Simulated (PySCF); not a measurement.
# Effect of structural changes

Method used: PySCF, TDDFT BHandHLYP/def2-SVPD circular dichroism and optical rotation, one conformer, gas phase. Geometry: GFN2-xTB.

Each molecule in one low-energy conformer. The parent is C=C[C@@H]1C(C)=C[C@H]1C.

The molecule is flexible and this is one conformer; a measurement averages over conformers.

(1) How does the specific rotation at 589.3 nm (origin-invariant length gauge) change along this series?
- C=C[C@@H]1C(C)=C[C@H]1C (base)
- C=C[C@@H]1C(C)=C[C@@H]1C (diastereomer)

Results:

(1) 
```csv
molecule,[α]589 (deg dm⁻¹ (g/mL)⁻¹),S1 (eV),"R(S1), velocity form (10⁻⁴⁰ esu² cm²)"
C=C[C@@H]1C(C)=C[C@H]1C,-409.4,6.76,-114.8
C=C[C@@H]1C(C)=C[C@@H]1C,+27.5,6.80,-85.2
```
The specific rotation at 589.3 nm (origin-invariant length gauge) is lowest for C=C[C@@H]1C(C)=C[C@H]1C and highest for C=C[C@@H]1C(C)=C[C@@H]1C.
